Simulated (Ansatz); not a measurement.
Basis-set extrapolation for `CS[SiH2]O[SiH3]` (PBE0-D4/def2-TZVP geometry, frozen core, Ansatz 0.2.0). Multiplicity 1, RHF reference.

```tsv
	def2-TZVPP	def2-QZVPP
HF	-1092.992952	-1093.028976
MP2 correlation	-0.837091	-0.902674
CCSD(T) correlation	-0.935157	not run
```

Energies in hartree. Use E(X) = E(∞) + A·exp(−7.88·√X) for Hartree–Fock and E(X) = E(∞) + B·X^(−2.97) for correlation, with X = 3 and 4, and add CCSD(T) minus MP2 of the smaller set to the MP2 limit.

Problem. What is the CCSD(T) energy at the basis-set limit?

Solution. HF limit: -1093.028976 + (-0.036024) × 0.13774 = -1093.03394. MP2 limit: -0.902674 + (-0.065583) × 0.74074 = -0.95125. Higher-order term: -0.935157 − (-0.837091) = -0.09807. Total: -1094.08326 hartree, 4.22 eV below CCSD(T)/def2-TZVPP.
